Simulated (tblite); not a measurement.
Species: C4H9N2P.
Cartesian coordinates in Å at the GFN2-xTB level; atoms count from 1:
```xyz
16
C4H9N2P angstrom
C     -2.453    0.483   -0.214
N     -1.256   -0.164    0.288
C     -0.595   -1.074   -0.552
C      0.735   -1.029   -0.469
N      1.224   -0.079    0.442
C      2.417    0.663    0.081
P     -0.100    0.580    1.319
H     -2.762    1.247    0.497
H     -3.252   -0.257   -0.303
H     -2.303    0.951   -1.193
H     -1.185   -1.725   -1.171
H      1.439   -1.637   -1.008
H      2.342    1.136   -0.903
H      2.587    1.434    0.830
H      3.274   -0.014    0.074
H     -0.120   -0.506    2.273
```

Computed values, GFN2-xTB/tblite, gas phase, harmonic and unscaled. This tight-binding method is rough: wavenumbers can miss measured ones by several per cent, in bad cases by 10 to 20. Modes of hydrogen on phosphorus can be 10 to 20 % off. One conformer, not necessarily the lowest.

Harmonic wavenumbers (cm⁻¹): 68.3, 117.7, 133.6, 157.5, 253.5, 292.7, 313.3, 434.4, 458.7, 644.1, 670.8, 717.9, 769.7, 773.6, 883.4, 894.1, 1006.4, 1008.6, 1093.3, 1103.2, 1106.1, 1159.7, 1197.8, 1210.7, 1253.5, 1284.8, 1411.6, 1412.3, 1474.0, 1474.7, 1494.4, 1495.5, 1652.4, 1928.8, 2925.2, 2926.2, 2969.1, 2972.5, 3023.5, 3024.6, 3117.3, 3132.5.

A = 4184, B = 1858, C = 1471 MHz; mass 116.050 u (most abundant isotopes); point group Cs, symmetry number 1.

What is the zero-point energy?

½Σν̃ = 27721 cm⁻¹ = 331.62 kJ/mol.

Entropy at 298.15 K, 1 bar (ideal gas, RRHO, classical rotation)?

Translation 168.15, rotation 116.03, vibration 89.34: S = 373.5 J/(mol K).

And Cp and H(298.15 K) − H(0)?

Cp = 132.50 J/(mol K), of which vibrations give 99.24 (their classical limit is 42 R = 349.2); H(298.15 K) − H(0) = 24.53 kJ/mol without the zero-point energy, 14.62 from vibrations.

How do the functions run with temperature in this model?

```json
{"T (K)": "100", "S (J/(mol K))": "271.1", "Cp (J/(mol K))": "67.7", "H − H(0) (kJ/mol)": "4.82", "G − H(0) (kJ/mol)": "-22.29", "ln q(vib)": "1.00"}
{"T (K)": "200", "S (J/(mol K))": "327.8", "Cp (J/(mol K))": "99.3", "H − H(0) (kJ/mol)": "13.18", "G − H(0) (kJ/mol)": "-52.37", "ln q(vib)": "2.91"}
{"T (K)": "300", "S (J/(mol K))": "374.3", "Cp (J/(mol K))": "133.1", "H − H(0) (kJ/mol)": "24.78", "G − H(0) (kJ/mol)": "-87.52", "ln q(vib)": "4.89"}
{"T (K)": "500", "S (J/(mol K))": "458.0", "Cp (J/(mol K))": "197.2", "H − H(0) (kJ/mol)": "58.08", "G − H(0) (kJ/mol)": "-170.92", "ln q(vib)": "8.87"}
{"T (K)": "800", "S (J/(mol K))": "565.7", "Cp (J/(mol K))": "260.6", "H − H(0) (kJ/mol)": "127.60", "G − H(0) (kJ/mol)": "-324.99", "ln q(vib)": "14.73"}
{"T (K)": "1000", "S (J/(mol K))": "627.0", "Cp (J/(mol K))": "288.0", "H − H(0) (kJ/mol)": "182.62", "G − H(0) (kJ/mol)": "-444.40", "ln q(vib)": "18.43"}
```

q(vib) and H(0) count from the zero-point level.

What must be added to the electronic energy to get the Gibbs energy at 298.15 K and 1 bar?

ZPE + [H(298.15 K) − H(0)] − T·S = 331.62 + 24.53 − 111.36 = 244.79 kJ/mol.

Hindered rotation and anharmonicity are outside this model. Other conformers, if any are populated, would add a mixing term that is left out.
